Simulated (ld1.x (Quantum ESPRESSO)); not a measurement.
The numbers below are computed, except where a source is named.
## Pseudopotentials across the periodic table

Generated with ld1.x 7.5 (TM, RRKJ, ultrasoft, PAW), atompaw 4.2 or ONCVPSP 4.0.1. The cutoff is in Ry: for ld1.x and atompaw files where the sum of valence levels is converged to 10 mRy in a Bessel basis, for ONCV files where the hardest occupied wave has 1 mHa per electron of residual kinetic energy. The error is the largest all-electron minus pseudo excitation energy over each file’s own four to seven test configurations (ionisations up to +4, promotions, holes and added fractions of an electron), all of which were solved. The labels leave out finer settings (local radius, basis sizes, second energies), which also bear on the numbers. Spin-polarised tests are not counted. The rows are a selection from randomly drawn settings: files with unsolved tests, undetermined cutoffs or missed reference levels are left out.

A true bound ghost makes a file unfit for plane-wave use even where its test errors are small: the radial tests pick states by their node count and pass the ghost by.

| element | potential | cutoff (Ry) | largest error (meV) | bound ghosts |
| --- | --- | --- | --- | --- |
| F | TM, PBEsol, scalar-relativistic, rc 0.75/1.55 (sp), local p, core correction yes, reference 2s2 2p5 | 110 | +2742 | none |
| Nb | TM, PBE, scalar-relativistic, rc 3.15/3.75/2.70/4.78 (spdf), local smoothed, core correction yes, reference 4d4 5s0 5p0 | 25 | -523 | none |
| Tc | TM, PBE, fully relativistic, rc 2.25/3.05/2.18 (spd), local s, core correction yes, reference 4d5 5s2 5p0 | 40 | -245 | none |
| Sn | PAW, Wu–Cohen, scalar-relativistic, rc 1.95/2.95/1.85 (spd), local smoothed, core correction yes, reference 4d10 5s1.5 5p2.5 | 35 | +30 | none |
| Ba | TM, PBE, scalar-relativistic, rc 3.50/4.10/2.70 (spd), local s, core correction no, reference 5d0 6s1 6p0 | 6 | +594 | none |

Fill in the row for Pt: TM, PBE, scalar-relativistic, rc 1.70/1.00/2.10/2.20 (spdf), local smoothed, core correction yes, reference 5p6 5d8 6s0 6p0.

cutoff 140 Ry, largest error +19 meV, bound ghosts: s.

Fill in the row for Yb: ultrasoft, PBE, scalar-relativistic, rc 3.15/4.35/1.90 (spd), local smoothed, core correction no, reference 5d1 6s1.5 6p0.5.

cutoff 18 Ry, largest error +196 meV, bound ghosts: s, p.

Fill in the row for N: TM semilocal, PBE, scalar-relativistic, rc 1.10/1.55/1.25 (spd), local d, core correction yes, reference 2s2 2p3.

cutoff 55 Ry, largest error +1145 meV, bound ghosts: none.
